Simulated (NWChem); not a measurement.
Species: C4H5Cl; SMILES CC=C=CCl

```xyz
10

C      0.5607     2.7593     0.2572
C     -0.2646     1.7326    -0.4717
C     -0.4849     0.4946    -0.0683
C     -0.7107    -0.7344     0.3444
Cl     0.3150    -2.0983    -0.0728
H      0.9883     2.3533     1.1930
H      1.3929     3.1173    -0.3857
H     -0.0537     3.6508     0.5058
H     -0.7232     2.0528    -1.4288
H     -1.5631    -1.0159     0.9837
```
Atoms are numbered in this order, from 1.

All runs: NWChem. Structure relaxed at the PBE-D3(BJ)/def2-SVP level. Total energies compare along this basis series because the functional is fixed.

| level | basis functions | energy (Ha) | highest occupied level (eV) | orbital gap (eV) | dipole (D) |
|---|---|---|---|---|---|
| PBE/cc-pVDZ | 99 | -615.1841 | -5.90 | 4.47 | 2.15 |
| PBE/aug-cc-pVDZ | 164 | -615.1966 | -6.09 | 4.40 | 2.26 |
| PBE/cc-pVTZ | 224 | -615.2481 | -6.04 | 4.44 | 2.18 |
